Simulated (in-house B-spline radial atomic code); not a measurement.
**RPA correlation on BLYP: Li**

Configuration [He] 2s1, highest spin, mean-field start BLYP. Computed with an all-electron radial atomic-structure program (B-spline basis): all electrons, scalar-relativistic (spin-free one-electron X2C), finite nucleus, each spin shell either full or empty, empty states to l = 9 with an (l + 1/2)⁻⁴ tail; G0W0 by contour deformation at full frequency.

RPA overbinds a lone outer s electron by self-correlation, and G0W0 tends to as well.

The highest G0W0 level has too low a weight to be given.

Command:
```bash
python run_gw.py task.json out
```
Settings (radii: box in bohr, nucleus in fm):
```
Z                        3
electrons                3
configuration            [He] 2s1
hamiltonian              x2c
method                   b88,lyp
lmax                     9
rms_radius               2.444
spin_polarised           True
box_radius               40
intervals                75
ion_configuration        1s2
```

Time taken, with all properties: 2.7 s on 1 thread of Arm Neoverse N1 (shared host).

Energies (hartree):

```tsv
term	value
mean-field total	-7.48342
Hartree-Fock functional on these orbitals	-7.43078
direct second order	-0.13346
second-order exchange	0.083171
SOSEX correction	0.067461
```

Problem. What is the RPA correlation energy, and what remains with SOSEX?

Solution. RPA gives -0.11288 hartree (-1.02 eV per electron); RPA + SOSEX gives -0.045418, and the second-order doubles -0.05029 hartree (no singles). SOSEX takes back 60 % of the RPA value.

Problem. What does it cost to remove one electron (to 1s2) by differences of total energies, each species on its own start (correlation terms add to the Hartree-Fock functional)?

Solution. BLYP 5.531 eV, Hartree-Fock functional 5.321 eV, + RPA 6.018 eV, + RPA + SOSEX 5.370 eV, + second order 5.384 eV. Tabulated: 5.392 eV (NIST, measured).
